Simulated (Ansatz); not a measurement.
CBF₅O (`FB(F)OC(F)(F)F`), 8 atoms. Charge 0, multiplicity 1. All runs use 4 threads of an Arm Neoverse V2 on a shared host. Correlated methods freeze the cores.

(1) How many basis functions does each run have, and how long does it take in Ansatz? RHF-CCSD(T)/def2-TZVPP energy; RKS PBE0-D4/def2-SVP energy; RKS r2SCAN0-D4/def2-TZVPP energy; RKS PBE0-D4/def2-TZVPP energy; RKS B3LYP-D4/def2-TZVPP energy and forces; RKS PBE0-D4/def2-QZVPP energy; RHF-MP2/def2-QZVPP energy; RKS PBE0-D4/def2-TZVP frequencies; RKS ωB97M-V/def2-QZVPP energy; direct RPA on PBE orbitals/def2-TZVPP energy; RHF-CCSD(T)/def2-SVP energy; RKS BLYP-D4/def2-TZVPP energy. (Best estimate.)

Answers

(1) The calculation gave: Other jobs shared the machine, so times are rough.

```tsv
level	job	functions	wall time	peak host memory (GiB)
RKS PBE0-D4/def2-SVP	energy	112	1.1 s	0.44
RKS BLYP-D4/def2-TZVPP	energy	248	2.1 s	0.31
RKS PBE0-D4/def2-TZVPP	energy	248	3.1 s	0.61
RKS B3LYP-D4/def2-TZVPP	energy and forces	248	4.8 s	0.67
RKS r2SCAN0-D4/def2-TZVPP	energy	248	5.5 s	0.64
direct RPA on PBE orbitals/def2-TZVPP	energy	248	6.5 s	0.64
RKS PBE0-D4/def2-QZVPP	energy	456	8 s	1.6
RHF-CCSD(T)/def2-SVP	energy	112	15 s	0.7
RKS ωB97M-V/def2-QZVPP	energy	456	17 s	1.9
RHF-MP2/def2-QZVPP	energy	456	24 s	2.7
RKS PBE0-D4/def2-TZVP	frequencies	248	2.7 min	0.7
RHF-CCSD(T)/def2-TZVPP	energy	248	7.5 min	6.5
```

B3LYP here is the variant with VWN-RPA as its local correlation; programs differ in this.
